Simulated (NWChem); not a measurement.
# Basis-set dependence for fluoroethane (C2H5F)

```
C
F 1 1.3743
H 1 1.1044 2 108.20
H 1 1.1044 3 107.78 2 -116.79
C 1 1.5068 3 111.09 4 -121.92
H 5 1.1002 1 110.72 3 179.98
H 5 1.1002 6 108.20 1 -121.50
H 5 1.1006 6 108.31 7 -117.21
```
Charge 0, spin multiplicity 1.

All runs are NWChem calculations. All single points use one geometry, from PBE0/def2-SVP, a minimum by its harmonic frequencies.

Hartree-Fock energies in Ha, correlation energies in mHa.

The correlated methods keep 3 core orbitals frozen. The Pople sets run with spherical d functions. Coupled-cluster values serve here as a point of comparison, not as the truth.

```json
[
 {"basis": "def2-SVP", "functions": "67", "RHF": "-177.94378", "MP2": "-473.7", "SCS-MP2": "-471.4", "CCSD": "-508.4", "CCSD+T(CCSD)": "-520.0", "CCSD(T)": "-519.3", "CR-CCSD[T]": "-517.6", "CR-CCSD(T)": "-517.1"},
 {"basis": "6-311G**", "functions": "84", "RHF": "-178.12878", "MP2": "-510.2", "SCS-MP2": "-506.9", "CCSD": "-541.5", "CCSD+T(CCSD)": "-556.6", "CCSD(T)": "-555.9", "CR-CCSD[T]": "-553.4", "CR-CCSD(T)": "-552.9"},
 {"basis": "def2-TZVP", "functions": "123", "RHF": "-178.15561", "MP2": "-590.7", "SCS-MP2": "-588.6", "CCSD": "not run", "CCSD+T(CCSD)": "not run", "CCSD(T)": "not run", "CR-CCSD[T]": "not run", "CR-CCSD(T)": "not run"}
]
```

From 6-311G** to def2-TZVP the Hartree-Fock energy moves by -26.8 mHa and the MP2 correlation energy by -80.6 mHa, which is 14 % of its value in the larger set.
